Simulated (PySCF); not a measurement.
A species of formula C4H10F3PSi has this rotational fingerprint, computed with PBE0/pcSseg-1 in PySCF (dipole) on a GFN2-xTB geometry, gas phase:

| Property | Result |
| --- | --- |
| Rotational constants | A = 2284, B = 469.9, C = 438.8 MHz |
| Dipole components | \|μa\| = 1.83 D, \|μb\| = 0.97 D, \|μc\| = 0.53 D |
| Inertial defect | -145.25 u·Å² |
| κ | -0.97 |

**Question.** Which structure is it? (One computed conformer of each.)
A. `[CH3:1][CH2:2][P:3]([SiH2:4][CH3:5])[C:6]([F:7])([F:8])[F:9]` with C1–C2–P3–Si4 177°, C2–P3–Si4–C5 -178°
B. `[CH3:1][P:2]([SiH3:3])[CH2:4][CH2:5][C:6]([F:7])([F:8])[F:9]` with C1–P2–C4–C5 78°, P2–C4–C5–C6 178°

**Answer.** B. It is CP([SiH3])CCC(F)(F)F, a near-prolate asymmetric top, point group C1. The candidates at the same level (rigid rotor, commonest isotopes):

| SMILES | A (MHz) | B (MHz) | C (MHz) | μa (D) | μb (D) | μc (D) | Δ (u·Å²) | point group | rotor |
| --- | --- | --- | --- | --- | --- | --- | --- | --- | --- |
| CCP([SiH2]C)C(F)(F)F | 1437 | 943.6 | 687.2 | 0.81 | 1.97 | 0.43 | -151.97 | C1 | asymmetric top |
| CP([SiH3])CCC(F)(F)F | 2284 | 469.9 | 438.8 | 1.83 | 0.97 | 0.53 | -145.25 | C1 | near-prolate asymmetric top |

`CCP([SiH2]C)C(F)(F)F` has B 101 % too high. No structure here is proved a minimum.
